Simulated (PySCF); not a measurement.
## Orbital picture of SbO⁺

PBE0 at R = 1.766 Å; PySCF, scalar-relativistic core potentials, basis sets Sb cc-pVTZ-PP with ECP28, O cc-pVTZ. State: ¹Σ⁺ (singlet), closed shell. Only the outer orbitals are listed, counted within each symmetry, core potentials removing the inner ones.

```json
{"orbital": "5σ", "occ.": "2", "ε (eV)": "-33.25", "on Sb (%)": "19", "main shells (%)": "79 O s, 9 Sb s"}
{"orbital": "6σ", "occ.": "2", "ε (eV)": "-21.91", "on Sb (%)": "78", "main shells (%)": "76 Sb s, 12 O p, 10 O s"}
{"orbital": "7σ", "occ.": "2", "ε (eV)": "-16.50", "on Sb (%)": "40", "main shells (%)": "56 O p, 28 Sb p, 11 Sb s"}
{"orbital": "3π", "occ.": "2", "ε (eV)": "-16.38", "on Sb (%)": "27", "main shells (%)": "73 O p, 23 Sb p"}
{"orbital": "3π", "occ.": "2", "ε (eV)": "-16.38", "on Sb (%)": "27", "main shells (%)": "73 O p, 23 Sb p"}
{"orbital": "4π", "occ.": "0", "ε (eV)": "-10.36", "on Sb (%)": "80", "main shells (%)": "76 Sb p, 20 O p"}
{"orbital": "4π", "occ.": "0", "ε (eV)": "-10.36", "on Sb (%)": "80", "main shells (%)": "76 Sb p, 20 O p"}
{"orbital": "8σ", "occ.": "0", "ε (eV)": "-6.46", "on Sb (%)": "91", "main shells (%)": "65 Sb p, 19 Sb d, 11 O p"}
```

Problem. Which are the highest filled and the lowest empty level, where do they sit, and how wide is the gap?

Solution. Highest filled 3π at -16.38 eV (in %: 73 O p, 23 Sb p); lowest empty 4π at -10.36 eV (in %: 76 Sb p, 20 O p); the gap at PBE0 is 6.02 eV.

The bond order (Mayer) is 2.47, the ⟨S²⟩ is 0.000 and the charge on Sb (Mulliken, basis-dependent) is 1.25. The charge on Sb (Löwdin, basis-dependent) is 1.25. The dipole moment (positive dipole points towards O; it is taken about the centre of mass and depends on that origin) is -3.48 D, the polarisability along the bond is 35.1 bohr³ and the polarisability across the bond is 21.8 bohr³.

Spin–orbit coupling is left out.
